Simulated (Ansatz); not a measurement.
A first, cheap relaxation of `[SiH3][GeH2][SiH2]Cl`.

```yaml
crystal:
  periodic: [false, false, false]
  atoms:
    - {symbol: Si, position_ang: [-1.175400, 1.358600, 0.436800]}
    - {symbol: Ge, position_ang: [0.052600, -0.467600, 0.889600]}
    - {symbol: Si, position_ang: [1.227000, -1.034000, -1.013100]}
    - {symbol: Cl, position_ang: [0.008500, -1.383400, -2.583100]}
    - {symbol: H, position_ang: [-2.133400, 1.094100, -0.706200]}
    - {symbol: H, position_ang: [-2.003000, 1.789500, 1.614500]}
    - {symbol: H, position_ang: [-0.313600, 2.518300, 0.050100]}
    - {symbol: H, position_ang: [-0.833100, -1.624300, 1.279600]}
    - {symbol: H, position_ang: [1.035700, -0.134600, 2.095700]}
    - {symbol: H, position_ang: [2.161100, 0.073200, -1.332600]}
    - {symbol: H, position_ang: [2.038800, -2.246700, -0.710700]}
basis:
  gaussian: {orbitals: def2-SVP}
hamiltonian: {xc: pbe, dispersion: d4}
relax: {f_tol: 0.03, max_steps: 200}
```

```sh
$ ansatz run in.yaml --threads 4 --pin off --events-out ev --progress --plain --max-ram 10444MiB
```

Output, abridged:

```
Functional definition: PBE
mean field -84872.75244551 eV, -3119.0161235545 hartree, gradient 3.4e-5 eV, S^2 0.000000; 0 other end points of the search recorded, 0 dependent functions left out
relax step   1: F+E_penalty+E_count = -84873.05642656 eV  Δ(F+E_penalty+E_count) = +0.000e0 eV  max|allowed force component| = 1.395e0 eV/Å  Δτ_max = 0.0000 Å  (24 SCF iters, accepted)
mean field -84873.01757570 eV, -3119.0258669095 hartree, gradient 6.4e-6 eV, S^2 0.000000; 0 other end points of the search recorded, 0 dependent functions left out
relax step   2: F+E_penalty+E_count = -84873.30958307 eV  Δ(F+E_penalty+E_count) = -2.532e-1 eV  max|allowed force component| = 4.193e-1 eV/Å  Δτ_max = 0.1927 Å  (27 SCF iters, accepted)
mean field -84873.04133845 eV, -3119.0267401744 hartree, gradient 7.4e-6 eV, S^2 0.000000; 0 other end points of the search recorded, 0 dependent functions left out
relax step   3: F+E_penalty+E_count = -84873.33296120 eV  Δ(F+E_penalty+E_count) = -2.338e-2 eV  max|allowed force component| = 1.282e-1 eV/Å  Δτ_max = 0.0754 Å  (26 SCF iters, accepted)
mean field -84873.04370815 eV, -3119.0268272592 hartree, gradient 6.9e-6 eV, S^2 0.000000; 0 other end points of the search recorded, 0 dependent functions left out
relax step   4: F+E_penalty+E_count = -84873.33578743 eV  Δ(F+E_penalty+E_count) = -2.826e-3 eV  max|allowed force component| = 3.420e-2 eV/Å  Δτ_max = 0.0176 Å  (27 SCF iters, accepted)
mean field -84873.04480222 eV, -3119.0268674657 hartree, gradient 6.9e-6 eV, S^2 0.000000; 0 other end points of the search recorded, 0 dependent functions left out
relax step   5: F+E_penalty+E_count = -84873.33794400 eV  Δ(F+E_penalty+E_count) = -2.157e-3 eV  max|allowed force component| = 3.533e-2 eV/Å  Δτ_max = 0.0560 Å  (26 SCF iters, accepted)
mean field -84873.04386324 eV, -3119.0268329588 hartree, gradient 1.6e-5 eV, S^2 0.000000; 0 other end points of the search recorded, 0 dependent functions left out
relax step   6: F+E_penalty+E_count = -84873.34161943 eV  Δ(F+E_penalty+E_count) = -3.675e-3 eV  max|allowed force component| = 7.698e-2 eV/Å  Δτ_max = 0.1950 Å  (25 SCF iters, accepted)
mean field -84873.04240501 eV, -3119.0267793696 hartree, gradient 8.0e-6 eV, S^2 0.000000; 0 other end points of the search recorded, 0 dependent functions left out
relax step   7: F+E_penalty+E_count = -84873.33943416 eV  Δ(F+E_penalty+E_count) = +2.185e-3 eV  max|allowed force component| = 1.823e-1 eV/Å  Δτ_max = 0.0889 Å  (26 SCF iters, rejected (line search))
mean field -84873.04544958 eV, -3119.0268912556 hartree, gradient 6.8e-6 eV, S^2 0.000000; 0 other end points of the search recorded, 0 dependent functions left out
relax step   8: F+E_penalty+E_count = -84873.34339358 eV  Δ(F+E_penalty+E_count) = -1.774e-3 eV  max|allowed force component| = 1.338e-2 eV/Å  Δτ_max = 0.0444 Å  (26 SCF iters, accepted)
mean field -84873.04559032 eV, -3119.0268964277 hartree, gradient 7.1e-6 eV, S^2 0.000000; 0 other end points of the search recorded, 0 dependent functions left out
relax step   9: F+E_penalty+E_count = -84873.34421952 eV  Δ(F+E_penalty+E_count) = -8.259e-4 eV  max|allowed force component| = 3.364e-2 eV/Å  Δτ_max = 0.0657 Å  (26 SCF iters, accepted)
mean field -84873.04553211 eV, -3119.0268942885 hartree, gradient 7.6e-6 eV, S^2 0.000000; 0 other end points of the search recorded, 0 dependent functions left out
relax step  10: F+E_penalty+E_count = -84873.34476710 eV  Δ(F+E_penalty+E_count) = -5.476e-4 eV  max|allowed force component| = 6.370e-2 eV/Å  Δτ_max = 0.0772 Å  (26 SCF iters, accepted)
mean field -84873.04587622 eV, -3119.0269069343 hartree, gradient 6.8e-6 eV, S^2 0.000000; 0 other end points of the search recorded, 0 dependent functions left out
relax step  11: F+E_penalty+E_count = -84873.34512777 eV  Δ(F+E_penalty+E_count) = -3.607e-4 eV  max|allowed force component| = 5.694e-2 eV/Å  Δτ_max = 0.0265 Å  (26 SCF iters, accepted)
mean field -84873.04621600 eV, -3119.0269194212 hartree, gradient 6.8e-6 eV, S^2 0.000000; 0 other end points of the search recorded, 0 dependent functions left out
relax step  12: F+E_penalty+E_count = -84873.34556478 eV  Δ(F+E_penalty+E_count) = -4.370e-4 eV  max|allowed force component| = 3.077e-2 eV/Å  Δτ_max = 0.0283 Å  (26 SCF iters, accepted)
mean field -84873.04625854 eV, -3119.0269209844 hartree, gradient 6.8e-6 eV, S^2 0.000000; 0 other end points of the search recorded, 0 dependent functions left out
relax step  13: F+E_penalty+E_count = -84873.34576830 eV  Δ(F+E_penalty+E_count) = -2.035e-4 eV  max|allowed force component| = 1.811e-2 eV/Å  Δτ_max = 0.0225 Å  (26 SCF iters, accepted)
mean field -84873.04613959 eV, -3119.0269166129 hartree, gradient 6.8e-6 eV, S^2 0.000000; 0 other end points of the search recorded, 0 dependent functions left out
relax step  14: F+E_penalty+E_count = -84873.34585215 eV  Δ(F+E_penalty+E_count) = -8.384e-5 eV  max|allowed force component| = 1.942e-2 eV/Å  Δτ_max = 0.0323 Å  (26 SCF iters, accepted)
mean field -84873.04613959 eV, -3119.0269166128 hartree, gradient 6.7e-6 eV, S^2 0.000000; 1 other end points of the search recorded, 0 dependent functions left out
Total energy: -84873.34589352 eV, -3119.0379323666 hartree
Atom 0 at    -1.303489     1.380604     0.391282 Å, force     0.011052     0.003592    -0.015556 eV/Å
Atom 1 at     0.094674    -0.471141     0.981275 Å, force     0.006349    -0.009558     0.008239 eV/Å
Atom 2 at     1.349502    -1.057813    -0.969265 Å, force    -0.008335     0.019424    -0.010347 eV/Å
Atom 3 at     0.033521    -0.902736    -2.594938 Å, force    -0.002165     0.000314     0.005073 eV/Å
Atom 4 at    -2.329996     0.926994    -0.607440 Å, force    -0.002541     0.001361    -0.000963 eV/Å
Atom 5 at    -2.001564     1.932104     1.604914 Å, force     0.001504    -0.002592     0.004273 eV/Å
Atom 6 at    -0.457217     2.463852    -0.220958 Å, force    -0.005833    -0.005082     0.003844 eV/Å
Atom 7 at    -0.765193    -1.681846     1.436913 Å, force     0.001834     0.002831    -0.000244 eV/Å
Atom 8 at     1.063664    -0.104917     2.141372 Å, force    -0.006040    -0.001030    -0.003897 eV/Å
Atom 9 at     2.476802    -0.087580    -1.192256 Å, force     0.002946    -0.001026     0.001808 eV/Å
Atom 10 at     1.904495    -2.454421    -0.950298 Å, force     0.001229    -0.008234     0.007771 eV/Å
Dipole moment:     0.118311    -0.003819     0.227261 e Å
```

It took 20 s on 4 threads of an Arm Neoverse V2 on a shared host, with 0.19 GiB of host memory at the peak.
